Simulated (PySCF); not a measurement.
# Heteronuclear NMR

Numbering as in the mapped SMILES `[F:1][C:2]([F:3])([F:4])[c:5]1[o:6][cH:7][c:8]([SiH3:9])[p:10]1`. Each H is labelled by its parent atom.

Gas phase, equivalent nuclei averaged, single conformer, non-relativistic. GFN2-xTB structure; shieldings: GIAO PBE0/pcSseg-1; PySCF 2.14.

Problem. Where does 19F resonate?

Solution. 
| atoms | environment | σ (ppm) | δ (ppm) |
| --- | --- | --- | --- |
| F1/F3/F4 | fluorine of a CF3 group | 246.7 | -61.9 |

Shieldings were converted by a linear fit to measured shifts: 19F (scatter 6.0 ppm rms, 7.0 ppm with the 5 outliers that the fit left out vs CFCl3, solution or neat liquid, with a term for F on sp3 carbon). A few per cent of atoms miss by over 2 rms, more outside the fitted compound classes.

On a 300 MHz spectrometer 19F resonates near 282.3 MHz, so 1 ppm is 282.3 Hz.

Problem. What are the 31P shifts?

Solution. 
| atoms | environment | σ (ppm) | δ (ppm) |
| --- | --- | --- | --- |
| P10 | phosphorus bonded to 2 C, in a 5-membered ring | 139.2 | 154.8 |

Shieldings were converted by a linear fit to measured shifts: 31P: δ = 270.09 − 0.828σ (rms 18.1 ppm, 64 shifts vs H3PO4, solution or neat liquid). A few per cent of atoms miss by over 2 rms, more outside the fitted compound classes.

On a 600 MHz spectrometer 31P resonates near 242.9 MHz, so 1 ppm is 242.9 Hz.

Problem. Predict the 29Si NMR data.

Solution. 
```json
{"atoms": "Si9", "environment": "silicon bonded to C, 3 H", "σ (ppm)": "428.7", "δ (ppm)": "-72.4"}
```

Shieldings were converted by a linear fit to measured shifts: 29Si (scatter 8.9 ppm rms, 25.8 ppm with the 6 outliers that the fit left out vs TMS, solution or neat liquid). Occasional misses reach two or three times the rms, and more in compound classes unlike the fitted ones.

On a 500 MHz spectrometer 29Si resonates near 99.3 MHz, so 1 ppm is 99.3 Hz.

Problem. Predict the 17O NMR data.

Solution. 
```json
{"atoms": "O6", "environment": "aromatic ring oxygen", "σ (ppm)": "-27.4", "δ (ppm)": "291.7"}
```

Shieldings were converted by a linear fit to measured shifts: 17O (scatter 10.7 ppm rms, 12.2 ppm with the 3 outliers that the fit left out vs liquid water, solution or neat liquid). A few per cent of atoms miss by over 2 rms, more outside the fitted compound classes.

On a 600 MHz spectrometer 17O resonates near 81.3 MHz, so 1 ppm is 81.3 Hz.
